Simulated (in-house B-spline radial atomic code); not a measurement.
## PBE hybrid excitations of neutral palladium

Method: PBE hybrid with 0.7 exact exchange. Computed with an all-electron radial atomic-structure program (B-spline basis): linear response of the closed shell [Kr] 4d10 with the functional's adiabatic kernel; scalar-relativistic (spin-free one-electron X2C), finite nucleus, no spin-orbit coupling, no double excitations, S, P, D and F terms only; shells from n = 2 respond. Only terms of natural parity with L up to 3 were computed.

Command:
```bash
python run_td.py task.json out
```
Settings (radii: box in bohr, nucleus in fm):
```
Z                        46
electrons                46
configuration            [Kr] 4d10
hamiltonian              x2c
method                   pbeh
box_radius               75
exact_exchange_fraction  0.7
rms_radius               4.5318
intervals                77
```

Time taken, with all properties: 4.8 s on 1 thread of Intel(R) Xeon(R) Platinum 8259CL CPU @ 2.50GHz (Skylake/Cascade Lake) (shared host).

The lowest states, in the order of their Tamm-Dancoff energies; the method's threshold (minus the highest occupied level) is 8.009 eV. Labels give the largest channel, * marks a mixed state, and oscillator strengths are full-response dipole values. Semilocal kernels can invert the small singlet-triplet splittings of Rydberg terms. Energies in eV:

| state | full response | Tamm-Dancoff | oscillator strength |
| --- | --- | --- | --- |
| 4d → 5s 3D | 1.366 | 1.442 | - |
| 4d → 5s 1D | ? | ? | - |
| 4d → 5p 3P | 4.889 | 4.926 | - |
| 4d → 5p 3F | ? | ? | - |
| 4d → 5p 1F | 5.243 | 5.249 | - |
| 4d → 5p 1P | 5.565 | 5.625 | 0.369 |
| 4d → 6s 3D | 6.530 | 6.533 | - |
| 4d → 6s 1D | 6.576 | 6.578 | - |
| 4d → 6p 3P | 7.049 | 7.053 | - |
| 4d → 6p 3F | 7.074 | 7.077 | - |
| 4d → 6p 1F | 7.095 | 7.096 | - |
| 4d → 5d 3S | 7.128 | 7.136 | - |
| 4d → 6p 1P | 7.136 | 7.145 | 0.0369 |
| 4d → 5d 3D | 7.198 | 7.200 | - |
| 4d → 5d 1D | 7.214 | 7.214 | - |
| 4d → 5d 1S | 7.257 | 7.265 | - |

(1) Where does 4d → 5s 1D lie?

(2) Where does 4d → 5p 3F lie?

(3) How large is the singlet-triplet splitting of 4d → 5s (D terms) in Tamm-Dancoff?

(4) What polarisabilities and dispersion coefficient does the method give?

## Answers

(1) At 1.997 eV in full response, 2.025 eV in Tamm-Dancoff.

(2) At 5.079 eV in full response, 5.108 eV in Tamm-Dancoff.

(3) 0.584 eV, from the unrounded values.

(4) Dipole 21.68 bohr³, quadrupole 278.9 bohr⁵, C6 152.9 hartree·bohr⁶ for two such species. Recommended dipole value: 26.14 ± 0.1 bohr³ (Schwerdtfeger and Nagle, table of static dipole polarizabilities (2023 update)), which includes relativity and correlation.
